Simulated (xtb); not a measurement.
C4H10Zn, charge -1, doublet, geometry from GFN2-xTB (such geometries of metal compounds can be far from the true shape) (a state made from the parent by changing its charge; the spin is typed, not shown lowest).

The xtb input:
```
$ xtb coord --gfn 2 --chrg -1 --uhf 1 --json

# file coord
$coord
     -0.6789830941       0.3686140975       1.8579627386  zn
      3.3732149897      -1.6884558171       0.8306595805  c
      2.8480192626      -3.8612182609      -0.9791213025  c
      4.5175182921      -2.4104125872       2.4188123820  h
      4.5771090669      -0.2959980263      -0.1457054053  h
      1.7495336173      -3.2064276296      -2.5962570982  h
      1.7578461446      -5.3499136616      -0.0463753909  h
      4.5773748757      -4.7659351311      -1.7393700466  h
     -2.9227385801       1.4600606075      -2.0770093408  c
     -1.1046119673       2.8996465804      -3.7780421356  c
     -4.6843764035       2.5644099028      -1.9045298800  h
     -3.4579913728      -0.3107411215      -3.0359658294  h
      0.6484584047       1.8426461116      -4.0218963632  h
     -0.6183008513       4.7318798663      -2.9529765791  h
     -1.8609817651       3.2818703909      -5.6935382853  h
$end
```

What does this run give for the total energy, partial charges in atom order?


```yaml
total_energy: -14.279776 Ha
partial_charges_in_atom_order: Zn1 0.05, C2 -0.21, C3 -0.05, H4 -0.09, H5 -0.08, H6 -0.01, H7 -0.03, H8 -0.05, C9 -0.21, C10 -0.05, H11 -0.09, H12 -0.08, H13 -0.01, H14 -0.03, H15 -0.05
```
